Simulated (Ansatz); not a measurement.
Ansatz (a first-principles code) input (LC-wPBE/def2-TZVPD):

Ansatz 0.2 input:
```yaml
crystal:
  periodic: [false, false, false]
  atoms:
    - {symbol: Al, position_ang: [-0.00000000, -0.00000000, -1.10003188]}
    - {symbol: O, position_ang: [-0.00000000, -0.00000000, -2.80814738]}
    - {symbol: Br, position_ang: [0.00000000, 0.00000000, 1.05044553]}
basis:
  gaussian:
    orbitals: def2-TZVPD
hamiltonian:
  xc: {name: LC-wPBE}
total_charge: 1
magnetization: {spin_polarized: true, initial_magnetization: 1}
output: {forces: true}
```

Output:

```
Functional definition: LC-wPBE
integrals: 0.07 GiB planned
868 factors; their error is unknown
integrals: 0.11 GiB planned
279 factors; integrals over basis functions are off by at most 4.8e-4 eV
mean field: 0.71 GiB planned
mean field evaluation 1: about -78644.3838 eV, gradient 7.5e1 eV
mean field evaluation 2: about -78447.9902 eV, gradient 1.4e2 eV
mean field evaluation 4: about -78665.6229 eV, gradient 1.4e1 eV
mean field evaluation 8: about -78666.1592 eV, gradient 1.7e1 eV
mean field evaluation 16: about -78669.3963 eV, gradient 1.6e-3 eV
mean field -78669.39631177 eV, -2891.0469904256 hartree, gradient 1.5e-5 eV, S^2 0.752824; 1 other end points of the search recorded, 0 dependent functions left out
the calculation of the forces begins
reference -78669.39631178 eV, -2891.0469904259 hartree; 28, 27 occupied and 112, 113 virtual orbitals, 868 factors
Total energy: -78669.39631178 eV, -2891.0469904259 hartree
Atom 0 at    -0.000000    -0.000000    -1.100032 Å, force    -0.000000     0.000000     0.210043 eV/Å
Atom 1 at    -0.000000    -0.000000    -2.808147 Å, force     0.000000    -0.000000     0.270140 eV/Å
Atom 2 at     0.000000     0.000000     1.050446 Å, force     0.000000    -0.000000    -0.480183 eV/Å
Dipole moment:    -0.000000     0.000000    -0.568579 e Å
```
